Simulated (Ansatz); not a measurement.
C2H2B, SMILES `[BH-]C#C` (lower triplet) (charge -1, multiplicity 3). This triplet lies 0.08 eV below the relaxed singlet at the level B3LYP/aug-cc-pVTZ // PBE0-D3(BJ)/def2-TZVPD (Ansatz, a program for electronic structure).

Cartesian coordinates (Å):
```xyz
5

B     -1.3094    -0.1945     0.0404
C      0.0809    -0.1039    -0.3060
C      1.3200    -0.1188    -0.5375
H     -2.2338     0.4704     0.3986
H      2.1423    -0.0534    -1.2222
```
Charge -1, spin multiplicity 3.

Problem. Give the natural occupations of the active orbitals, the CASSCF energy and the corrected energy for frozen-core fic-MRCISD+Q@CASSCF(6e,6o)/aug-cc-pVTZ // PBE0-D3(BJ)/def2-TZVPD in Ansatz.

Solution. 
The natural occupations comes out as 1.93, 1.93, 1.01, 1.00, 0.07, 0.06, the CASSCF energy is -101.5408 Ha and the corrected energy is -101.9168 Ha. The weight of the reference is 0.893.
